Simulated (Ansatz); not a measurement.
# Match the barriers

Saddle point of CH$_{9}$GeN, closed shell (CH₇GeN ([CH3][NH][GeH3]) + H₂ → CH₅N ([CH3][NH2]) + GeH₄; bonds formed: Ge1–H8, N2–H7; bonds broken: Ge1–N2, H7–H8), PBE0-D4/def2-TZVP structure:

```xyz
12
angstrom
Ge -0.8475 0.9621 0.6688
N 0.4843 0.1293 -0.5513
C 0.3848 -1.3198 -0.6916
H -2.0366 0.7695 -0.3455
H -0.7082 2.4750 0.8466
H -1.2241 0.1110 1.8839
H 1.1794 0.4721 0.3303
H 1.1000 0.8911 1.4412
H 0.5725 0.6015 -1.4476
H -0.5833 -1.6212 -1.0982
H 0.5028 -1.7650 0.2999
H 1.1758 -1.7058 -1.3364
```

Program: Ansatz 0.2.0. Basis: def2-TZVPP, with def2-QZVPP for the basis limit. Cores are frozen in the correlated methods. Filled d shells of the heavier atoms are correlated. The def2 sets are not built for correlating such inner shells, so the correlated values are less sure here. Extrapolation: Hartree–Fock as exp(−7.88 √X), correlation as X^−2.97. Four methods, as single points on the PBE0-D4 structures, gave these electronic barriers from the start structure: 28.66, 39.00, 44.22, 54.22 kcal/mol.

**Question.** The methods were, in alphabetical order, CCSD(T), HF, PBE0-D4, SPW92. Which gave which? (A judgement: the text doesn't fix the answer.)

**Answer.** Computed: SPW92 28.66; PBE0-D4 39.00; CCSD(T) 44.22; HF 54.22 kcal/mol. For comparison, CCSD(T) at an estimated basis limit (MP2 extrapolated from triple and quadruple zeta, plus CCSD(T) − MP2 in triple zeta) gives 45.01 kcal/mol.

The T1 diagnostic stays at or below 0.013.

Labels in which every atom is bracketed show which atoms are joined, not bond orders.

For scale, one of the runs: CCSD(T)/def2-TZVPP, 236 basis functions, launched by `ansatz run in.yaml --threads 4 --pin off --events-out ev --progress --plain --max-ram 9574MiB`. Time: 36 s of wall clock on 4 CPU threads of an AMD EPYC 9R45; the host was shared. Peak host memory: 4.5 GiB.
